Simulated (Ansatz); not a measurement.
Coupled-cluster diagnostics for Be₃ (the lowest singlet isomer of a short search), Ansatz.

Geometry of the singlet (r2SCAN/def2-TZVP):

| atom | x (Å) | y (Å) | z (Å) |
| --- | --- | --- | --- |
| Be1 | 0.742 | -0.222 | 1.009 |
| Be2 | -1.150 | -0.539 | -0.075 |
| Be3 | 0.407 | 0.762 | -0.934 |

Correlated methods freeze no core orbitals. In CCSD on the charge 1 doublet the largest single amplitude is 0.32, so its Hartree–Fock determinant may place the open shell otherwise than the density functionals do. The geometry of the singlet was relaxed on an unsound state (restricted singlet, unstable towards broken spin symmetry). The geometry of the triplet was relaxed on an unsound state (⟨S²⟩ 2.44, where a pure state has 2.00). At PBE0/def2-TZVP a broken-symmetry singlet of charge 0 lies 0.32 eV below the triplet, each at its own geometry. At PBE0/def2-TZVP a broken-symmetry singlet of charge 0 lies 0.72 eV below the quintet, each at its own geometry. The structure comes from a short search, and lower isomers may exist.

Geometry of the charge 0 triplet (r2SCAN/def2-TZVP):

```csv
atom,x (Å),y (Å),z (Å)
Be1,-1.056,-0.346,-0.342
Be2,0.197,0.712,1.034
Be3,0.860,-0.366,-0.692
```

Geometry of the charge 0 quintet (r2SCAN/def2-TZVP):

```csv
atom,x (Å),y (Å),z (Å)
Be1,-1.058,-0.294,0.371
Be2,0.642,-0.765,-0.589
Be3,0.417,1.060,0.218
```

Question: Estimate the CCSD(T) correlation energy, the shares of MP2 and (T), T1 and the reference's ⟨S²⟩ for: charge 0, singlet, own geometry in def2-TZVPP; charge 0, singlet, own geometry in def2-TZVPD; charge 0, triplet, own geometry in def2-TZVPP; charge 0, quintet, own geometry in def2-TZVPP; charge 1, doublet, vertical in def2-TZVPP; charge -1, doublet, vertical in def2-TZVPD; and the rough time on 4 threads of Arm Neoverse V2 on a shared host.

Answer: 
| state | basis | correlation (eV) | MP2 share (%) | (T) share (%) | T1 | ⟨S²⟩ (pure) | wall time | remarks |
| --- | --- | --- | --- | --- | --- | --- | --- | --- |
| charge 0, singlet, own geometry | def2-TZVPP | -6.965 | 79.1 | 5.3 | 0.030 | 0.00 (0.00) | 0.6 s | large T1 (0.030), restricted SCF unstable |
| charge 0, singlet, own geometry | def2-TZVPD | -6.979 | 79.2 | 5.4 | 0.030 | 0.00 (0.00) | 0.65 s | large T1 (0.030), restricted SCF unstable |
| charge 0, triplet, own geometry | def2-TZVPP | -5.741 | 74.1 | 4.7 | 0.101 | 2.84 (2.00) | 0.9 s | large T1 (0.101), spin-contaminated (⟨S²⟩ 2.84) |
| charge 0, quintet, own geometry | def2-TZVPP | -5.380 | 80.7 | 3.5 | 0.032 | 6.00 (6.00) | 0.5 s | – |
| charge 1, doublet, vertical | def2-TZVPP | -5.290 | 72.7 | 3.7 | 0.089 | 1.43 (0.75) | 0.6 s | large T1 (0.089), spin-contaminated (⟨S²⟩ 1.43) |
| charge -1, doublet, vertical | def2-TZVPD | -6.720 | 71.0 | 6.6 | 0.117 | 2.23 (0.75) | 1.1 s | flagged by the program, large T1 (0.117), spin-contaminated (⟨S²⟩ 2.23) |
Customary marks for T1 are 0.02 (closed shells), 0.045 (open shells) and about 0.05 (3d metals). T1 exceeds 0.02 in 6 of 6 rows and 0.045 in 3; the higher it lies, the less the single-reference result can be trusted.
